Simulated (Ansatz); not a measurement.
Gas-phase electronic energies from Ansatz, PBE0-D4/def2-TZVP geometries. CCSD(T)/CBS adds triple-zeta CCSD(T) − MP2 to the extrapolated MP2 energy (def2 sets, frozen cores). Each species was taken in one conformer, which may not be the lowest.

Consider the redistribution: `[NH2][AlH][SiH2][SiH2]Cl` + `O=C(O)O[SiH3]` → `[NH2][AlH][C](=O)O[SiH3]` + `O[SiH2][SiH2]Cl`.

```csv
level,ΔE (kJ/mol)
CCSD/def2-TZVPP,-51.3
CCSD(T)/def2-TZVPP,-51.2
```

Question: What does CCSD(T)/CBS give? (Estimate.)

Answer: The calculation gave: -57.5 kJ/mol. The listed levels differ from it by 6.2, 6.3 kJ/mol.

Largest T1 diagnostic among the species: 0.016.

From PBE to PBE0 (25 % exact exchange), in def2-TZVPP and without D4, ΔE moves by +4.7 kJ/mol.
